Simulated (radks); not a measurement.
The numbers below are computed, except where a source is named.
Problem. The lithium ion Li+, [He]. Code: a radial shooting solver on a logarithmic mesh with Libxc functionals. Model: non-relativistic Kohn-Sham, r2SCAN, spin-polarised, spherical densities, point nucleus; meta-GGA in the generalised Kohn-Sham scheme. Every spin shell is full or empty, so the densities are truly spherical. Functionals are evaluated on that one density, not self-consistently. Rank these orbital-free kinetic functionals by their error against the exact value of the orbitals, and give that value: Thomas-Fermi, von Weizsacker, TF + vW, TF + vW/9, TF + vW/5, APBEK, Perdew 92, Thakkar, Pearson, LKT, PG1, DePristo-Kress, Ernzerhof.

Solution. Exact: 7.24545 hartree. From best to worst, with 100 (|E| - |E exact|)/|E exact| (equal figures are ties): von Weizsacker 0.00, APBEK +0.83, Thakkar +1.20, DePristo-Kress +1.30, TF + vW/9 +1.33, Perdew 92 +1.35, Pearson -3.56, Ernzerhof +4.89, Thomas-Fermi -9.78, TF + vW/5 +10.22, PG1 +53.15, LKT +60.68, TF + vW +90.22.
